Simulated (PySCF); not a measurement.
**Deuteron quadrupole couplings in `C#Cc1ccc2cccc-2cc1`**

Compound: C12H8.
Cartesian coordinates in Å at the GFN2-xTB level; atoms count from 1:
```xyz
20
C12H8 angstrom
C      4.4310    0.6531    0.1870
C      3.2436    0.4809    0.1332
C      1.8403    0.2732    0.0741
C      1.3991   -0.9668    0.5485
C      0.1086   -1.4581    0.6238
C     -1.0746   -0.8484    0.2456
C     -2.3520   -1.4020    0.3474
C     -3.2800   -0.4840   -0.1364
C     -2.6198    0.6680   -0.5543
C     -1.2499    0.5044   -0.3429
C     -0.2681    1.4359   -0.6312
C      1.0992    1.3385   -0.4484
H      5.4682    0.8045    0.2334
H      2.1844   -1.6236    0.9041
H      0.0048   -2.4569    1.0346
H     -2.5756   -2.3784    0.7368
H     -4.3438   -0.6402   -0.1807
H     -3.0824    1.5435   -0.9721
H     -0.6244    2.3678   -1.0582
H      1.6863    2.1993   -0.7473
```

Level: PBE0/pcSseg-1 (PySCF, non-relativistic); Q(2H) = 0.00286 b; rigid geometry, the same for H and D, with no vibrational averaging.

Problem. Rank these positions by the coupling χzz of a deuteron there, largest first.
A. H16 (aromatic hydrogen)
B. H13 (alkyne hydrogen)
C. H20 (aromatic hydrogen)

Solution. B (266 kHz), A (230 kHz), C (211 kHz).

Problem. Tabulate Vzz, the asymmetry η and χzz = 234.96 MHz × Q × Vzz for every hydrogen position.

Solution. 
```
atom  bonded to  bond length (Å)  Vzz (au)     η  χzz (kHz)
 H13         C1            1.049    0.3958  0.00        266
 H14         C4            1.084    0.3136  0.10        211
 H15         C5            1.085    0.3130  0.06        210
 H16         C7            1.075    0.3427  0.07        230
 H17         C8            1.076    0.3372  0.04        227
 H18         C9            1.075    0.3426  0.07        230
 H19        C11            1.085    0.3126  0.06        210
 H20        C12            1.084    0.3133  0.10        211
```

Problem. How does χzz go with the bond length over the 8 C–H bonds?

Solution. A straight-line fit has a slope of -15.9 kHz for each 0.01 Å, with a correlation coefficient of -0.99, over lengths from 1.049 to 1.085 Å. The longer bonds have the smaller couplings here.

Geometry: GFN2-xTB; no solvent, vibrations or thermal averaging. GFN2-xTB bond lengths can be off by several hundredths of an ångström, more for odd bonds, and the gradients follow them. These gradients aren't converged with respect to the basis.

These values come from a run that also computed NMR shieldings. On Arm Neoverse V2, one thread (shared host), this took 55 s.
